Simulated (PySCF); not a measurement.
# TeP⁺: from constants to spectrum

RHF-CCSD(T) constants of TeP⁺, ¹Σ⁺ (singlet), closed shell (Te def2-SVP with ECP28, P def2-SVP; scalar-relativistic core potentials (PySCF 2.14); masses 129.9062 and 30.9738 u):

```
ωe              : 499.9 cm⁻¹
ωexe            : 1.78 cm⁻¹
Be              : 0.13706 cm⁻¹
αe              : 0.000561 cm⁻¹
D (centrifugal) : 4.12e-08 cm⁻¹
De to Te⁺ + P   : 3.32 eV
```

(1) Give the band origin of the fundamental and the first lines of its P and R branches.

(2) Near which J would the R branch turn back, without centrifugal distortion?

Correlated steps freeze 9 core orbitals. Correlated levels converge slowly with the basis: in double zeta they bind strong bonds too weakly, by up to about 1 eV, and carry superposition errors of some tenths. These are scalar-relativistic numbers at best; spin–orbit coupling would shift them, the dissociation energy most. For an ion De counts to the pair picked by the measured ionisation energies or electron affinities, which need not be the lowest pair at this level. Where the molecule has an RHF reference, its open-shell atoms are computed with UHF.

Answers

(1) ν0 = ωe − 2ωexe = 496.3 cm⁻¹, B0 = 0.13678, B1 = 0.13622 cm⁻¹.

| J″ | P(J″) − ν0 | R(J″) − ν0 |
| --- | --- | --- |
| 0 |  | 0.272 |
| 1 | -0.274 | 0.544 |
| 2 | -0.548 | 0.814 |
| 3 | -0.824 | 1.083 |
| 4 | -1.101 | 1.351 |
| 5 | -1.379 | 1.618 |
| 6 | -1.658 | 1.883 |

(2) At J ≈ (B0 + B1)/(2(B0 − B1)) − 1 ≈ 240.
